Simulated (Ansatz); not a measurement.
Mulliken charges of C$_{2}$H$_{4}$AlClO, SMILES `[Cl][Al]1[CH2]C[O]1` from B3LYP/def2-TZVPP in Ansatz (PBE0-D4/def2-TZVP geometry).

| atom | x (Å) | y (Å) | z (Å) | charge (e) |
| --- | --- | --- | --- | --- |
| Cl1 | 0.631 | -1.321 | -3.130 | -0.215 |
| Al2 | 0.157 | -0.489 | -1.284 | 0.532 |
| C3 | 0.716 | -0.193 | 0.547 | -0.355 |
| C4 | -0.656 | 0.520 | 0.574 | 0.127 |
| O5 | -1.215 | 0.383 | -0.756 | -0.414 |
| H6 | 0.787 | -1.055 | 1.208 | 0.090 |
| H7 | 1.567 | 0.465 | 0.723 | 0.090 |
| H8 | -1.340 | 0.061 | 1.293 | 0.073 |
| H9 | -0.559 | 1.583 | 0.809 | 0.073 |

Problem. By hand: the dipole of these point charges (1 e Å = 4.8032 D).

Solution. Σ q r = (0.187, 0.067, 0.509) e Å, of length 0.546 e Å = 2.62 D.

Problem. How does the dipole of the full density compare? (Estimate.)

Solution. Ansatz gave: (0.285, -0.049, 0.306) e Å, 2.02 D; the point charges give 1.30 times that, at 27° from its direction.

Point charges leave out the atoms' own dipoles, such as those of lone pairs, and Mulliken's split depends on the basis, so the two needn't agree.

B3LYP here is the variant with VWN-RPA as its local correlation; programs differ in this.
